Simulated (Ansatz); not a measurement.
A structure relaxed at PBE0-D4/def2-TZVP, charge 0, multiplicity 1:

```
atom    x (Å)    y (Å)    z (Å)
  F1  -0.3411  -0.1714  -2.5446
 Si2   0.3778   0.5567  -1.3031
  C3   0.9723  -0.6905  -0.0155
  C4  -0.3161  -0.7758   0.8513
 Si5  -1.0403   0.9575   0.5041
  H6   1.3777   1.4851  -1.8961
  H7   1.3499  -1.6553  -0.3630
  H8   1.7793  -0.2134   0.5536
  H9  -0.9984  -1.5230   0.4349
 H10  -0.1359  -1.0424   1.8947
 H11  -0.5049   1.9791   1.4482
 H12  -2.5202   1.0934   0.4355
```

Question: Give its formula and SMILES.

Answer: C2H7FSi2, `F[SiH]1CC[SiH2]1`.

Question: Summarise the bond lengths by kind.

Answer: 1 × F–Si 1.609 Å; 2 × C–Si 1.889 to 1.910 Å; 1 × Si–Si 2.332 Å; 3 × H–Si 1.488 to 1.491 Å; 1 × C–C 1.555 Å; 4 × C–H 1.092 to 1.097 Å.

All numbers were calculated with Ansatz.
